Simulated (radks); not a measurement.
Results of a calculation; reference values are marked as such.
Task: The mean radii <r> (bohr) of the occupied orbitals of an atom or ion are listed with their occupations. Level of theory: Dirac Kohn-Sham, LB94 model potential, spin-unpolarised, spherical densities, finite nucleus; Fermi nuclear charge, rms radius of each element as measured or else 0.836 A^(1/3) + 0.57 fm (a radial shooting solver on a logarithmic mesh with Libxc functionals).

| orbital | occ. | <r> |
|---|---|---|
| 1s1/2 | 2 | 0.1743 |
| 2s1/2 | 1 | 0.7739 |

Name the element and its charge. Open shells, if any, fill j = l - 1/2 first.

Result: Z = 9, fluorine, charge +6: F6+ in [He] 2s1. The 1s radius gives Z: for a bare nucleus <r> = (2 gamma + 1)/(2Z) with gamma = sqrt(1 - (Z/c)^2), 0.1664 bohr for Z = 9, and screening makes it slightly larger (0.1743 here). The occupations add up to 3, and the charge is Z minus that.
